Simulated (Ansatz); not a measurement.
Ansatz (a quantum-chemistry and plane-wave program) input:

Ansatz 0.2 input:
```yaml
crystal:
  periodic: [false, false, false]
  atoms:
    - {symbol: Si, position_ang: [0.00706241, -0.00515109, 0.62672606]}
    - {symbol: Br, position_ang: [1.08972220, -1.63595756, -0.30733024]}
    - {symbol: Br, position_ang: [-1.08751069, 1.61723730, -0.31115182]}
basis:
  gaussian:
    orbitals: def2-TZVP
hamiltonian:
  xc: b3lyp
  dispersion: d3bj
total_charge: 1
magnetization: {spin_polarized: true, initial_magnetization: 1}
relax: {f_tol: 0.002, max_steps: 150}
```

**Question.** Predict the final energy.

**Answer.** -5437.61971 Eh (B3LYP-D3(BJ)/def2-TZVP). The basis has 133 functions.
